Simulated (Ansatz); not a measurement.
C₂H₄BClSi, SMILES `[SiH3]C1=C(Cl)B1`. Charge 0, multiplicity 1.

```xyz
9

Si   -0.863    1.246   -0.166
C     0.129   -0.285    0.152
C     1.069   -1.097   -0.369
Cl    1.997   -1.201   -1.777
B     0.568   -1.471    0.945
H    -0.571    2.222    0.913
H    -0.527    1.841   -1.484
H    -2.301    0.884   -0.131
H     0.500   -2.139    1.916
```

Question: What are the harmonic wavenumbers in cm⁻¹ at PBE0-D4/def2-TZVP (Ansatz, finite differences of forces, unscaled)? (Best estimate.)

Answer: Ansatz gave: 35, 103, 221, 361, 426, 530, 560, 682, 698, 807, 835, 913, 938, 946, 1133, 1295, 1664, 2237, 2243, 2244, 2768.

Question: Is this a minimum?

Answer: Yes, all 21 modes are real.

Question: Give the ideal-gas thermochemistry at 298.15 K and 1 bar (rigid rotor, harmonic oscillator; point group Cs, symmetry number 1).

Answer: Zero-point energy 129.4 kJ/mol; H(298) − E = 149.1 kJ/mol; entropy 346.4 J/(mol·K), of which translation 166.6, rotation 115.1, vibration 64.7; G(298) − E = 45.8 kJ/mol. Modes under 100 cm⁻¹ are hindered rotations or soft bends, so the harmonic entropy is rough.

Question: And at 400, 500, 600, 800 and 1000 K?

Answer: 
| T (K) | H − E (kJ/mol) | S (J/mol/K) | G − E (kJ/mol) |
| --- | --- | --- | --- |
| 400 | 160.2 | 378.4 | 8.9 |
| 500 | 172.8 | 406.5 | -30.4 |
| 600 | 186.8 | 431.9 | -72.3 |
| 800 | 217.6 | 476.1 | -163.3 |
| 1000 | 251.3 | 513.6 | -262.3 |
